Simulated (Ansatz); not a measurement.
Basis sets compared for SnHMe2(OiPr) (C₅H₁₄OSn). The state is a singlet with charge 0. Geometry PBE-D4/def2-SVP. Ansatz on 4 threads of AMD EPYC 9R45 on a shared host; times are rough, and most runs start from earlier orbitals.

```
atom    x (Å)    y (Å)    z (Å)
  C1  -0.5245  -2.8287   1.4537
  C2  -0.0379  -1.8737  -1.9757
  C3   0.2808   1.5461   0.4467
  C4  -0.5262   2.6156   1.1841
  C5   0.4666   1.8944  -1.0353
  O6  -0.4042   0.3155   0.6229
 Sn7   0.4416  -1.4517   0.0980
  H8   2.1556  -1.2789   0.3664
  H9  -0.3152  -3.8747   1.1576
 H10  -1.6163  -2.6502   1.4198
 H11  -0.1616  -2.6581   2.4846
 H12   0.4663  -1.1485  -2.6421
 H13  -1.1335  -1.7916  -2.1129
 H14   0.2863  -2.8999  -2.2386
 H15   1.3000   1.5007   0.9154
 H16  -1.5391   2.6992   0.7382
 H17  -0.0320   3.6072   1.1300
 H18  -0.6454   2.3361   2.2494
 H19   1.0960   1.1377  -1.5506
 H20  -0.5186   1.9243  -1.5461
 H21   0.9614   2.8791  -1.1657
```

In the def2 sets Sn takes a core potential; there is no spin–orbit coupling. Another isomer (singlet) lies 0.14 eV lower at PBE0-D4/def2-TZVP; other spin states weren't run for this one.

Binding counts from free atoms (C triplet, O triplet, Sn triplet, H doublet) in the same basis, without a counterpoise term.

```tsv
level	functions	energy (Eh)	HOMO (eV)	LUMO (eV)	binding per atom (eV)	wall time
PBE-D4/def2-SVP	180	-487.9150	-5.35	-0.34	3.91	1.1 s
PBE0-D4/def2-SVP	180	-487.9679	-6.90	0.62	3.86	1.4 s
```

(1) Estimate the rows for PBE-D4/def2-TZVP (with forces), PBE0-D4/def2-TZVP.

Answers

(1) 
```
                         level  functions  energy (Eh)  HOMO (eV)  LUMO (eV)  binding per atom (eV)  wall time
PBE-D4/def2-TZVP (with forces)        320    -488.2383      -5.57      -0.67                   3.89      2.5 s
             PBE0-D4/def2-TZVP        320    -488.2830      -7.05       0.26                   3.84      4.7 s
```
